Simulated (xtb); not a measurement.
Si(Cl)3(OH) (Cl3HOSi), SMILES O[Si](Cl)(Cl)Cl. All values are semi-empirical tight-binding results from xtb (GFN2-xTB unless named), good for trends rather than for accurate numbers. Geometry: GFN2-xTB. The values are those of a single conformer.

```yaml
point_group_as_xtb_finds_it: Cs
orbital_gap: 7.29 eV
dipole_moment: 2.20 D
zero_point_energy: 11.3 kcal/mol
G − E(el) at 298.15 K (modified RRHO): -9.3 kcal/mol
static polarisability (D4 model): 79.3 bohr³
solvation energy, GFN2-xTB/ALPB(water): -6.1 kcal/mol
solvation energy, GFN2-xTB/ALPB(thf): -9.3 kcal/mol
```
